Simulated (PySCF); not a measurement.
**How methods differ on the ionisation energy of In⁺**

In⁺ [Kr] 4d10 5s2 (1S) → In²⁺ [Kr] 4d10 5s1 (2S), as a difference of total energies. Computed with PySCF 2.14 in aug-cc-pVDZ-PP with ECP28MDF, with a scalar-relativistic core potential. Correlated levels: valence: 4s2 4p6 4d10 frozen. The calculations carry no spin-orbit coupling.

| method | ionisation energy (eV) | error (eV) |
| --- | --- | --- |
| UHF | 17.018 | -1.852 |
| MP2 (valence) | 17.586 | -1.284 |
| SCS-MP2 (valence) | 17.700 | -1.170 |
| CCSD (valence) | 17.879 | -0.991 |

Reference: 18.870 eV (measured; NIST Atomic Spectra Database, ionization energies).

Errors of the correlated levels include the incompleteness of this basis and the frozen core.

With two correlated electrons CCSD is exact in that space.
